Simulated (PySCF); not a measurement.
C2H4I, SMILES C[CH]I, multiplicity 2.

Geometry optimised at PBE-D3(BJ)/def2-SVP. The isomer is the one that the SMILES or the coordinates give; other isomers of the formula were not compared. The def2 effective core potentials stand for the cores of I; spin–orbit coupling is left out.

These are PBE-D3(BJ)/def2-SVP (PySCF) values and carry that method's errors.

Frequencies are harmonic and unscaled.

```
mode  ν (cm⁻¹)  IR (km/mol)  moving atoms (share of kinetic energy)
----  --------  -----------  --------------------------------------
1          133          0.1                           H 91 %, C 8 %
2          263          3.5                  C 60 %, H 30 %, I 10 %
3          336         37.2                          H 68 %, C 30 %
4          547         10.3                   C 70 %, H 22 %, I 9 %
5          938          0.4                          H 76 %, C 24 %
6          953         10.4                          H 77 %, C 22 %
7         1099          1.4                          C 68 %, H 32 %
8         1193         77.1                          H 69 %, C 31 %
9         1327          3.7                          H 77 %, C 23 %
10        1377         10.9                                  H 94 %
11        1394          2.4                                  H 97 %
12        2904         19.7                                  H 96 %
13        2996          9.0                                  H 93 %
14        3049          4.6                           H 91 %, C 9 %
15        3147          1.0                           H 92 %, C 8 %
```
